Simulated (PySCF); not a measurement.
Species: C2H4GeN2Se.
SMILES with atom numbers: `[GeH3:1][c:2]1[n:3][cH:4][se:5][n:6]1` (hydrogens: H7, H8, H9 on Ge1; H10 on C4)

Method: PBE0-D3(BJ)/def2-SVP geometry optimisation, gas phase (PySCF 2.14.0); density fitting, grid level 1; the optimiser is geomeTRIC in internal coordinates, started from a GFN2-xTB structure with every atom displaced at random (about 0.01 Å).

Step 6: E = -126946.5535 eV
```
atom  x, y, z in Å  |  force x, y, z in eV/Å
Ge1     1.4830   -0.1979   -0.4625    0.016  -0.022   0.000
C2     -0.4454   -0.5326   -0.3379    0.002   0.011   0.001
N3     -1.3177    0.5317   -0.2977    0.032   0.006  -0.007
C4     -2.5463    0.1300   -0.2484   -0.055  -0.037  -0.006
Se5    -2.6917   -1.7248   -0.2512    0.013   0.024   0.006
N6     -0.8813   -1.7634   -0.3251    0.005  -0.010   0.001
H7      1.8481   -0.0052   -1.9447   -0.003   0.004   0.012
H8      1.8177    1.0788    0.3223   -0.002  -0.006   0.005
H9      2.2314   -1.4093    0.1112   -0.008   0.019  -0.014
H10    -3.4042    0.8072   -0.2093    0.000   0.012   0.000
```

Step 7: E = -126946.5542 eV
```
atom  x, y, z in Å  |  force x, y, z in eV/Å
Ge1     1.4833   -0.1982   -0.4626    0.017  -0.037  -0.001
C2     -0.4442   -0.5358   -0.3336   -0.040   0.069  -0.007
N3     -1.3171    0.5305   -0.3155    0.093   0.010  -0.016
C4     -2.5450    0.1313   -0.2603   -0.114  -0.071   0.015
Se5    -2.6931   -1.7241   -0.2228    0.036   0.040  -0.012
N6     -0.8823   -1.7644   -0.2978    0.010  -0.062   0.019
H7      1.8387    0.0266   -1.9425   -0.002   0.002   0.009
H8      1.8225    1.0628    0.3447   -0.003  -0.002   0.011
H9      2.2356   -1.4210    0.0823   -0.013   0.027  -0.016
H10    -3.4048    0.8069   -0.2352    0.014   0.023  -0.002
```

Step 8: E = -126946.5559 eV
```
atom  x, y, z in Å  |  force x, y, z in eV/Å
Ge1     1.4825   -0.1996   -0.4638    0.020  -0.046   0.003
C2     -0.4421   -0.5451   -0.3213   -0.068   0.187  -0.018
N3     -1.3138    0.5249   -0.3640    0.170  -0.014  -0.001
C4     -2.5415    0.1331   -0.2895   -0.174  -0.126   0.006
Se5    -2.6949   -1.7191   -0.1558    0.040   0.050   0.007
N6     -0.8834   -1.7671   -0.2192   -0.004  -0.115   0.004
H7      1.8117    0.1086   -1.9342   -0.001  -0.003   0.002
H8      1.8327    1.0186    0.4022   -0.001   0.002   0.018
H9      2.2453   -1.4471    0.0044   -0.012   0.029  -0.016
H10    -3.4028    0.8074   -0.3022    0.030   0.036  -0.006
```

Task: Estimate the geometry and energy of step 9. (The exact step hangs on the optimiser's Hessian estimate; all steps are aligned on step 8, rigid shifts and turns removed.)

Result: E = -126946.5578 eV, largest force 0.270 eV/Å
```
atom  x, y, z in Å  |  force x, y, z in eV/Å
Ge1     1.4820   -0.2016   -0.4661    0.009  -0.033   0.001
C2     -0.4399   -0.5516   -0.3062   -0.113   0.239  -0.054
N3     -1.3121    0.5132   -0.4357    0.193  -0.036   0.001
C4     -2.5401    0.1292   -0.3333   -0.167  -0.112   0.030
Se5    -2.6952   -1.7058   -0.0501    0.048   0.042  -0.004
N6     -0.8831   -1.7602   -0.1080   -0.001  -0.145   0.028
H7      1.7764    0.2265   -1.9129    0.001  -0.008  -0.007
H8      1.8540    0.9449    0.4851    0.004   0.003   0.022
H9      2.2527   -1.4808   -0.1144   -0.008   0.017  -0.008
H10    -3.4011    0.8008   -0.4017    0.035   0.033  -0.010
```

The energy changes by -0.0019 eV. The first-order estimate −F·Δx gives -0.0024 eV and the mean of the old and new forces, exact on a quadratic surface, -0.0017 eV. The step makes an angle of 89° with the force vector and moves no atom by more than 0.125 Å.

What follows is the cost of the whole optimisation. Time: 2.5 min wall; peak memory 0.58 GiB. Hardware: one thread, Arm Neoverse V1 (aarch64), no GPU, on a shared host.
